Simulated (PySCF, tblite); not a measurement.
A database entry of computed molecular properties. Lists by class give the value and the number of equivalent atoms.

```json
{
 "formula": "C2H6FPSi2",
 "smiles": "C#C[Si@H](F)[SiH2]P",
 "inchi": "InChI=1S/C2H6FPSi2/c1-2-6(3)5-4/h1,6H,4-5H2/t6-/m1/s1",
 "charge": 0,
 "multiplicity": 1,
 "geometry_level": "GFN2-xTB",
 "atoms_angstrom": [
  ["C", 2.866, 0.999, 0.354],
  ["C", 2.058, 0.114, 0.453],
  ["Si", 0.76, -1.198, 0.594],
  ["F", 1.211, -2.375, -0.42],
  ["Si", -1.316, -0.487, -0.144],
  ["P", -2.14, 1.004, 1.312],
  ["H", 3.587, 1.761, 0.267],
  ["H", 0.899, -1.827, 1.904],
  ["H", -1.288, 0.066, -1.51],
  ["H", -2.32, -1.563, -0.172],
  ["H", -3.084, 1.507, 0.442],
  ["H", -1.233, 1.998, 1.0]
 ],
 "electronic_structure_code": "PySCF",
 "results": {
  "GFN2-xTB geometry": {
   "point_group": "C1",
   "rotational_constants_GHz": [2.455, 1.032, 0.791]
  },
  "B3LYP/def2-SVPD ground state and vertical TDDFT (core frozen in the response)": {
   "dipole_D": 1.86,
   "homo_eV": -7.45,
   "lumo_eV": -1.52,
   "S1_eV": 5.12,
   "strongest_line_of_8_singlets_eV": 6.69,
   "T1_tda_eV": 4.87,
   "polarisability_au": 103.7,
   "r2_bohr2_about_centre_of_nuclear_charge": 1397.8,
   "singlets_eV_and_f": [
    [5.12, 0.02],
    [5.41, 0.005],
    [5.9, 0.002],
    [5.97, 0.004],
    [6.27, 0.01],
    [6.34, 0.011],
    [6.38, 0.0],
    [6.69, 0.025]
   ],
   "triplets_tda_eV": [4.87, 4.89, 5.05]
  },
  "PBE0/pcSseg-1 ground state and GIAO shieldings, non-relativistic": {
   "shift_vs_computed_TMS_C_by_class_ppm": [
    [108.2, 1],
    [88.2, 1]
   ],
   "shift_vs_computed_TMS_H_by_class_ppm": [
    [5.67, 1],
    [4.51, 1],
    [4.06, 1],
    [2.34, 1],
    [1.06, 2]
   ],
   "shielding_other_nuclei_by_class_ppm": [
    ["F", 386.5, 1],
    ["Si", 354.6, 1],
    ["Si", 440.0, 1],
    ["P", 636.5, 1]
   ],
   "charges_hirshfeld_e_by_atom": [-0.07, -0.16, 0.37, -0.21, 0.2, -0.02, 0.1, -0.07, -0.07, -0.07, 0.0, -0.01]
  },
  "GFN2-xTB harmonic vibrations, gas phase": {
   "strongest_ir_bands_cm-1_km_per_mol_modes": [
    [591.7, 516.1, 1],
    [694.0, 159.8, 1],
    [807.8, 344.1, 1],
    [2160.9, 232.1, 1],
    [2184.5, 172.8, 1],
    [2266.1, 270.2, 1]
   ],
   "zpe_kcal_per_mol": 39.9
  }
 }
}
```

The polarisability is 15.37 Å³ as a volume (1 au = 0.148185 Å³), or 1.48 au for each of the 70 electrons. The 8 singlets span 5.12 to 6.69 eV, and their oscillator strengths add up to 0.08. The principal polarisabilities are 86.7, 104.5 and 119.9 au; their mean is the isotropic value.

 NMR classes are plain means over equivalent atoms (diastereotopic ones count apart unless rotation or inversion swaps them), as if these changed places fast; in this geometry the members of some classes differ.

For the NMR shielding job (PBE0/pcSseg-1), on one thread, Intel Xeon Platinum 8488C (x86_64) (shared host), this took 16 s wall and 0.72 GiB of memory at its peak.

Conformer computed: `[CH:1]#[C:2][Si@H:3]([F:4])[SiH2:5][PH2:6]`: C2–Si3–Si5–P6 -71°, H–P6–Si5–Si3 163°, H–P6–Si5–Si3 70°.

One conformer stands for the species.
